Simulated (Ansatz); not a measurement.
Al2O6H6, relaxed as a singlet with RKS r2SCAN-D4/def2-SVP in Ansatz, starting from the GFN2-xTB geometry. Force threshold 0.02 eV/Å.

The structure holds one bond between oxygen atoms, so isomers without such links may lie far lower. The structure comes from a short search, and lower isomers may exist.

Start:

Cartesian coordinates in Å:
```
Al 0.358 1.120 -0.675
Al -0.355 -1.394 0.193
O 0.200 -2.669 1.060
O 1.886 1.710 -0.532
O -0.839 1.896 -1.502
O -0.756 0.867 2.084
O 0.575 -0.656 -1.147
O -0.252 0.293 0.889
H -1.512 0.302 2.300
H -1.740 1.925 -1.779
H 2.499 2.397 -0.334
H 1.158 -0.944 -1.846
H 0.579 -3.369 1.568
H -1.800 -1.479 -0.277
```

```csv
step,energy (eV),largest force component (eV/Å),SCF passes
1,-25558.7692,0.922,19
2,-25559.0336,0.683,19
3,-25559.1230,0.954,20
4,-25559.2340,0.485,19
5,-25559.3150,0.355,19
6,-25559.3495,0.692,19
7,-25559.3935,0.533,26
8,-25559.4385,0.207,26
9 (rejected),-25559.4149,1.708,26
10,-25559.4665,0.174,18
11,-25559.4966,0.427,20
12,-25559.5318,0.804,19
13,-25559.5723,0.865,18
14,-25559.6130,0.696,26
15,-25559.6492,0.220,19
16,-25559.6585,0.346,26
17,-25559.6698,0.280,19
18,-25559.6807,0.093,19
19,-25559.6827,0.029,21
20,-25559.6829,0.013,21
```

Force components are those of the run's own axes.

End:

```xyz
14

Al    0.4062    0.9733   -0.5175
Al   -0.3814   -1.6001    0.3543
O     0.8243   -2.7100    0.8435
O     1.9667    1.5959   -0.7732
O    -1.0657    1.8545   -0.7024
O    -1.2658    0.7520    1.7287
O     0.3783   -0.7476   -1.1396
O    -0.1433    0.1325    1.0488
H    -1.6162    1.2947    0.9785
H    -1.2874    2.5659   -1.3056
H     2.2987    2.4566   -0.5110
H     1.0832   -1.1477   -1.6645
H     0.7101   -3.4483    1.4453
H    -1.9077   -1.9717    0.2146
```

By distances, no bond broke or formed. The bond that changes most is Al2–O7, from 1.79 to 1.88 Å (atoms count from 1). A close non-bonded pair moves further: O5–H9, from 4.18 to 1.86 Å.

No frequencies were taken in this run, so the end may be a saddle point.

It took 64 s on 4 threads of Intel Xeon Platinum 8259CL on a shared host.
